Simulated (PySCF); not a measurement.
A structure optimised at PBE0-D3(BJ)/def2-SVP, used in a PySCF frequency run:

```
Mo
N 1 1.7150
H 2 1.0168 1 158.22
N 1 1.7191 2 109.51 3 -1.09
H 4 1.0181 1 153.19 2 2.45
F 1 1.8635 2 109.06 3 117.62
O 1 1.8801 2 107.43 3 -118.51
H 7 0.9640 1 120.83 2 134.34
```

Task: Write its SMILES and formula.

Result: [NH]=[Mo](=[NH])([OH])[F], FH₃MoN₂O

Task: What are its rotational constants (standard atomic weights)?

Result: 3.7471, 3.2843, 3.1058 GHz
